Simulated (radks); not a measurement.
Task: The mean radii <r> (bohr) of the occupied orbitals of an atom or ion are listed with their occupations. All-electron calculation, scalar-relativistic Kohn-Sham, PBEsol, spin-unpolarised, spherical densities, point nucleus. Program: a radial shooting solver on a logarithmic mesh with Libxc functionals.

orbital  occ.      <r>
1s          2  0.05034
2s          2   0.2264
2p          6   0.1984
3s          2   0.6817
3p          6   0.7139
3d         10   0.9034
4s          1    2.561
4p          1    3.865

Name the element and its charge.

Result: Z = 30, zinc, charge 0: Zn in [Ar] 3d10 4s1 4p1. The 1s radius gives Z: for a bare nucleus <r> = (2 gamma + 1)/(2Z) with gamma = sqrt(1 - (Z/c)^2), 0.04919 bohr for Z = 30, and screening makes it slightly larger (0.05034 here). The occupations add up to 30, and the charge is Z minus that.
